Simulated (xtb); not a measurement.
C₂H₇N, charge +1, doublet, from a rough starting geometry (a state made from the parent by changing its charge; the spin is typed, not shown lowest); GFN2-xTB (xtb).

Input for xtb:
```
$ xtb mol.xyz --gfn 2 --chrg 1 --uhf 1 --opt vtight --json

# file mol.xyz
10

C      1.16604949     0.16807892     0.13855949
N     -0.03243349     0.21846898    -0.67626434
C     -1.23072600    -0.12641428     0.09773190
H      1.37571644    -0.71922994     0.62609228
H      1.15391038     1.03273403     0.91807965
H      2.05467184     0.43988942    -0.44943327
H      0.09558146    -0.49169711    -1.44830281
H     -1.13465738    -1.07214781     0.65666027
H     -2.05002430    -0.11637583    -0.56906673
H     -1.24207996     0.69918107     0.83452434
```

Output, abridged:

```
   ID    Z sym.   atoms
    1    6 C      1, 3
    2    7 N      2
    3    1 H      4-10

           -------------------------------------------------
          |                Calculation Setup                |
           -------------------------------------------------

           -------------------------------------------------
          |                 G F N 2 - x T B                 |
           -------------------------------------------------

          ...................................................
          :                      SETUP                      :
          :.................................................:
          :  # basis functions                  19          :
          :  # atomic orbitals                  19          :
          :  # shells                           13          :
          :  # electrons                        19          :
          :  max. iterations                   250          :
          :  Hamiltonian                  GFN2-xTB          :
          :  restarted?                      false          :
          :  GBSA solvation                  false          :
          :  PC potential                    false          :
          :  electronic temp.          300.0000000     K    :
          :  accuracy                    1.0000000          :
          :  -> integral cutoff          0.2500000E+02      :
          :  -> integral neglect         0.1000000E-07      :
          :  -> SCF convergence          0.1000000E-05 Eh   :
          :  -> wf. convergence          0.1000000E-03 e    :
          :  Broyden damping             0.4000000          :
          :  net charge                          1          :
          :  unpaired electrons                  1          :
          ...................................................

 iter      E             dE          RMSdq      gap      omega  full diag
   1    -10.2979584 -0.102980E+02  0.366E+00   10.56       0.0  T
   2    -10.3708820 -0.729236E-01  0.197E+00   11.37       1.0  T
   3    -10.3770609 -0.617889E-02  0.108E+00   11.28       1.0  T
   4    -10.3771661 -0.105176E-03  0.237E-01   11.34       1.0  T
   5    -10.3773769 -0.210840E-03  0.956E-02   11.32       1.0  T
   6    -10.3774006 -0.237088E-04  0.469E-02   11.33       1.0  T
   7    -10.3774036 -0.298047E-05  0.111E-02   11.33       2.8  T
   8    -10.3774039 -0.317900E-06  0.282E-03   11.33      11.2  T
   9    -10.3774039 -0.221195E-07  0.402E-04   11.33      78.7  T
  10    -10.3774039 -0.153198E-09  0.839E-05   11.33     376.8  T

   *** convergence criteria satisfied after 10 iterations ***

         :::::::::::::::::::::::::::::::::::::::::::::::::::::
         ::                     SUMMARY                     ::
         :::::::::::::::::::::::::::::::::::::::::::::::::::::
         :: total energy             -10.240394274157 Eh    ::
         :: gradient norm              0.153627023782 Eh/a0 ::
         :: HOMO-LUMO gap             11.330743670894 eV    ::
         ::.................................................::
         :: SCC energy               -10.377403154907 Eh    ::
         :: -> isotropic ES            0.105335952810 Eh    ::
         :: -> anisotropic ES         -0.012672251858 Eh    ::
         :: -> anisotropic XC          0.010554989944 Eh    ::
         :: -> dispersion             -0.002535861722 Eh    ::
         :: repulsion energy           0.137008880750 Eh    ::
         :: add. restraining           0.000000000000 Eh    ::
         :: total charge               1.000000000000 e     ::
         :::::::::::::::::::::::::::::::::::::::::::::::::::::

      -----------------------------------------------------------
     |                   =====================                   |
     |                        A N C O P T                        |
     |                   =====================                   |
     |               Approximate Normal Coordinate               |
     |                Rational Function Optimizer                |
      -----------------------------------------------------------
      -----------------------------------------------------------
     |                   =====================                   |
     |                        A N C O P T                        |
     |                   =====================                   |
     |               Approximate Normal Coordinate               |
     |                Rational Function Optimizer                |
      -----------------------------------------------------------

          ...................................................
          :                      SETUP                      :
          :.................................................:
          :   optimization level         verytight          :
          :   max. optcycles                   200          :
          :   ANC micro-cycles                  20          :
          :   degrees of freedom                24          :
          :.................................................:
          :   RF solver                   davidson          :
          :   write xtbopt.log                true          :
          :   linear?                        false          :
          :   energy convergence         0.1000000E-06 Eh   :
          :   grad. convergence          0.2000000E-03 Eh/α :
          :   maxmium RF displ.          1.0000000          :
          :   Hlow (freq-cutoff)         0.1000000E-01      :
          :   Hmax (freq-cutoff)         5.0000000          :
          :   S6 in model hess.         20.0000000          :
          ...................................................

generating ANC from exact Hessian ...
Using Lindh-Hessian (1995)
 Shifting diagonal of input Hessian by    1.5594704759978421E-003
 Lowest  eigenvalues of input Hessian
    0.000000    0.000000    0.000000    0.000000    0.000000    0.000000
    0.010000    0.014599    0.018998    0.049385    0.061457    0.068388
[...]
 * total energy  :   -10.2755442 Eh     change       -0.3870020E-04 Eh
 * total energy  :   -10.2755670 Eh     change       -0.2282230E-04 Eh
 * total energy  :   -10.2755919 Eh     change       -0.2489568E-04 Eh
 * total energy  :   -10.2755967 Eh     change       -0.4800193E-05 Eh
 * total energy  :   -10.2755973 Eh     change       -0.6513010E-06 Eh
 * total energy  :   -10.2755985 Eh     change       -0.1131617E-05 Eh
 * total energy  :   -10.2755986 Eh     change       -0.1358785E-06 Eh
 * total energy  :   -10.2755988 Eh     change       -0.1554704E-06 Eh
 * total energy  :   -10.2755990 Eh     change       -0.1852758E-06 Eh
 * total energy  :   -10.2755992 Eh     change       -0.2127972E-06 Eh
 * total energy  :   -10.2755993 Eh     change       -0.1795053E-06 Eh
 * total energy  :   -10.2755995 Eh     change       -0.1059032E-06 Eh
 * total energy  :   -10.2755995 Eh     change       -0.5917962E-07 Eh
   *** GEOMETRY OPTIMIZATION CONVERGED AFTER 29 ITERATIONS ***
[...]

 iter      E             dE          RMSdq      gap      omega  full diag
   1    -10.4228853 -0.104229E+02  0.371E-05   10.66       0.0  T
   2    -10.4228853 -0.652278E-11  0.178E-05   10.66    1779.8  T
   3    -10.4228853 -0.112266E-11  0.942E-06   10.66    3358.3  T

   *** convergence criteria satisfied after 3 iterations ***

         :::::::::::::::::::::::::::::::::::::::::::::::::::::
         ::                     SUMMARY                     ::
         :::::::::::::::::::::::::::::::::::::::::::::::::::::
         :: total energy             -10.275599512213 Eh    ::
         :: gradient norm              0.000030514547 Eh/a0 ::
         :: HOMO-LUMO gap             10.659097079924 eV    ::
         ::.................................................::
         :: SCC energy               -10.422884450483 Eh    ::
         :: -> isotropic ES            0.103095921476 Eh    ::
         :: -> anisotropic ES         -0.013806933572 Eh    ::
         :: -> anisotropic XC          0.010514272427 Eh    ::
         :: -> dispersion             -0.002520599919 Eh    ::
         :: repulsion energy           0.147284938270 Eh    ::
         :: add. restraining           0.000000000000 Eh    ::
         :: total charge               1.000000000000 e     ::
         :::::::::::::::::::::::::::::::::::::::::::::::::::::

           -------------------------------------------------
          |                Property Printout                |
           -------------------------------------------------

    * Orbital Energies and Occupations

         #    Occupation            Energy/Eh            Energy/eV
      -------------------------------------------------------------
         1        2.0000           -0.8910852             -24.2477
         2        2.0000           -0.8578826             -23.3442
         3        2.0000           -0.8103341             -22.0503
         4        2.0000           -0.7720217             -21.0078
         5        2.0000           -0.7602699             -20.6880
         6        2.0000           -0.7446882             -20.2640
         7        2.0000           -0.6932891             -18.8654
         8        2.0000           -0.6840085             -18.6128
         9        2.0000           -0.6814896             -18.5443
        10        1.0000           -0.5973870             -16.2557 (HOMO)
        11                         -0.2056724              -5.5966 (LUMO)
        12                         -0.1055305              -2.8716
        13                         -0.0650303              -1.7696
        14                         -0.0403605              -1.0983
        15                         -0.0380177              -1.0345
        16                         -0.0224911              -0.6120
        17                         -0.0180735              -0.4918
        18                          0.0939832               2.5574
        19                          0.0993324               2.7030
      -------------------------------------------------------------
                  HL-Gap            0.3917146 Eh           10.6591 eV
             Fermi-level           -0.5204840 Eh          -14.1631 eV

     #   Z          covCN         q      C6AA      α(0)
     1   6 C        3.685    -0.087    22.369     6.771
     2   7 N        2.678     0.014    21.021     6.809
     3   6 C        3.685    -0.087    22.369     6.771
     4   1 H        0.923     0.166     1.287     1.774
     5   1 H        0.925     0.131     1.531     1.935
     6   1 H        0.923     0.168     1.278     1.768
     7   1 H        0.860     0.231     0.963     1.537
     8   1 H        0.923     0.168     1.279     1.768
     9   1 H        0.923     0.166     1.286     1.773
    10   1 H        0.925     0.131     1.531     1.935

 Mol. C6AA /au·bohr⁶  :        483.843784
 Mol. C8AA /au·bohr⁸  :      10007.617183
 Mol. α(0) /au        :         32.842581

Wiberg/Mayer (AO) data.
largest (>0.10) Wiberg bond orders for each atom

 ---------------------------------------------------------------------------
     #   Z sym  total        # sym  WBO       # sym  WBO       # sym  WBO
 ---------------------------------------------------------------------------
     1   6 C    3.941 --     2 N    1.169     5 H    0.964     4 H    0.873
                             6 H    0.869
     2   7 N    3.438 --     3 C    1.169     1 C    1.169     7 H    0.919
     3   6 C    3.941 --     2 N    1.169    10 H    0.964     9 H    0.873
                             8 H    0.870
     4   1 H    0.967 --     1 C    0.873
     5   1 H    0.983 --     1 C    0.964
     6   1 H    0.966 --     1 C    0.869
     7   1 H    0.947 --     2 N    0.919
     8   1 H    0.966 --     3 C    0.870
     9   1 H    0.967 --     3 C    0.873
    10   1 H    0.983 --     3 C    0.964
 ---------------------------------------------------------------------------

Topologies differ in total number of bonds
Writing topology from bond orders to xtbtopo.mol

molecular dipole:
                 x           y           z       tot (Debye)
 q only:        0.058      -0.196      -0.246
   full:        0.071      -0.285      -0.364       1.189
molecular quadrupole (traceless):
                xx          xy          yy          xz          yz          zz
 q only:        5.665       1.145      -3.067      -0.086       1.134      -2.598
  q+dip:        4.572       0.945      -2.627      -0.160       1.477      -1.944
   full:        4.937       1.010      -2.755      -0.130       1.297      -2.182

optimized geometry written to: xtbopt.xyz

           -------------------------------------------------
          | TOTAL ENERGY              -10.275599512213 Eh   |
          | GRADIENT NORM               0.000030514547 Eh/α |
          | HOMO-LUMO GAP              10.659097079924 eV   |
           -------------------------------------------------

normal termination of xtb
```
